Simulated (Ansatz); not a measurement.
Wavefunction ladder for AgF$_{4}$P

```xyz
6

F    -1.5524   -0.4970   -0.1763
Ag    0.0015   -0.3548    2.2638
P    -0.0001    0.0132   -0.0846
F     0.3995   -1.0286   -1.1786
F     1.5523    0.5273   -0.0178
F    -0.4009    1.3399   -0.8065
```

Charge 0, multiplicity 1. Correlated methods include outer-core shells of Ag, which these sets cover unevenly. Ag takes the def2 core potential. The bonds changed during the relaxation, so this is another structure than the one it started from. All single points use the PBE0-D4/def2-TZVP geometry. It is one conformer, not always the lowest. Frozen core, restricted reference, Ansatz.

```json
{"basis": "def2-SVP", "HF (Eh)": "-884.23472", "MP2 corr.": "-1.19764", "CCSD corr.": "?", "(T)": "-0.02543", "CCSD(T) total": "?"}
{"basis": "def2-TZVPP", "HF (Eh)": "-884.93259", "MP2 corr.": "-1.83171", "CCSD corr.": "?", "(T)": "?", "CCSD(T) total": "?"}
{"basis": "def2-QZVPP", "HF (Eh)": "?", "MP2 corr.": "-2.02785", "CCSD corr.": "–", "(T)": "–", "CCSD(T) total": "–"}
```

Problem. Fill in the withheld values. (An estimate is asked.)

Solution. The calculation gave: def2-SVP CCSD corr.: -1.19355; def2-SVP CCSD(T) total: -885.45370; def2-TZVPP CCSD corr.: -1.79854; def2-TZVPP (T): -0.05691; def2-TZVPP CCSD(T) total: -886.78804; def2-QZVPP HF (Eh): -884.96433.
